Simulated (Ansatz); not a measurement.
C₄H₈BN, SMILES `BCC=C=NC`, relaxed with RKS PBE0-D4/def2-TZVP in the Gaussian-basis code of Ansatz from a PBE-D4/def2-SVP geometry. The force threshold is 0.005 eV/Å; the program also tests the step.

Total charge 0; spin multiplicity 1.

Start:

```xyz
14

B    -0.811    0.731   -2.838
C    -0.520   -0.002   -1.506
C     0.232    0.672   -0.393
C     0.116    0.351    0.893
N    -0.097    0.133    2.085
C     0.634   -0.805    2.917
H    -1.584    0.235   -3.638
H    -0.170    1.717   -3.159
H    -1.324   -0.673   -1.146
H     0.173   -0.717   -2.071
H     0.909    1.507   -0.645
H     1.441   -1.353    2.381
H     1.079   -0.257    3.774
H    -0.078   -1.539    3.347
```

```json
{"step": "1", "energy (eV)": "-6436.8986", "largest force (eV/Å)": "1.223", "largest move (Å)": "0.000"}
{"step": "2", "energy (eV)": "-6436.9750", "largest force (eV/Å)": "0.211", "largest move (Å)": "0.053"}
{"step": "3", "energy (eV)": "-6436.9814", "largest force (eV/Å)": "0.225", "largest move (Å)": "0.041"}
{"step": "4", "energy (eV)": "-6436.9860", "largest force (eV/Å)": "0.115", "largest move (Å)": "0.042"}
{"step": "5 (rejected)", "energy (eV)": "-6436.9846", "largest force (eV/Å)": "0.253", "largest move (Å)": "0.051"}
{"step": "6", "energy (eV)": "-6436.9891", "largest force (eV/Å)": "0.058", "largest move (Å)": "0.025"}
{"step": "7", "energy (eV)": "-6436.9910", "largest force (eV/Å)": "0.167", "largest move (Å)": "0.100"}
{"step": "8", "energy (eV)": "-6436.9922", "largest force (eV/Å)": "0.029", "largest move (Å)": "0.016"}
{"step": "9", "energy (eV)": "-6436.9925", "largest force (eV/Å)": "0.067", "largest move (Å)": "0.038"}
{"step": "10", "energy (eV)": "-6436.9929", "largest force (eV/Å)": "0.034", "largest move (Å)": "0.017"}
{"step": "11", "energy (eV)": "-6436.9931", "largest force (eV/Å)": "0.025", "largest move (Å)": "0.018"}
{"step": "12", "energy (eV)": "-6436.9934", "largest force (eV/Å)": "0.034", "largest move (Å)": "0.034"}
{"step": "13", "energy (eV)": "-6436.9938", "largest force (eV/Å)": "0.034", "largest move (Å)": "0.035"}
{"step": "14", "energy (eV)": "-6436.9940", "largest force (eV/Å)": "0.026", "largest move (Å)": "0.026"}
{"step": "15", "energy (eV)": "-6436.9941", "largest force (eV/Å)": "0.019", "largest move (Å)": "0.014"}
{"step": "16", "energy (eV)": "-6436.9941", "largest force (eV/Å)": "0.009", "largest move (Å)": "0.009"}
{"step": "17 (rejected)", "energy (eV)": "-6436.9941", "largest force (eV/Å)": "0.016", "largest move (Å)": "0.011"}
{"step": "18", "energy (eV)": "-6436.9941", "largest force (eV/Å)": "0.017", "largest move (Å)": "0.005"}
{"step": "19 (rejected)", "energy (eV)": "-6436.9941", "largest force (eV/Å)": "0.020", "largest move (Å)": "0.003"}
{"step": "20", "energy (eV)": "-6436.9942", "largest force (eV/Å)": "0.004", "largest move (Å)": "0.002"}
```

End:

```xyz
14

B    -0.866    0.756   -2.738
C    -0.396   -0.095   -1.531
C     0.341    0.597   -0.423
C     0.143    0.356    0.848
N    -0.119    0.198    2.025
C     0.573   -0.759    2.864
H    -1.636    0.285   -3.525
H    -0.409    1.843   -2.950
H    -1.187   -0.746   -1.147
H     0.280   -0.803   -2.060
H     1.062    1.368   -0.675
H     1.349   -1.318    2.331
H     1.024   -0.226    3.704
H    -0.158   -1.457    3.277
```

It took 70 s on 4 threads of an Arm Neoverse V2 on a shared host, with 0.64 GiB of host memory at the peak.
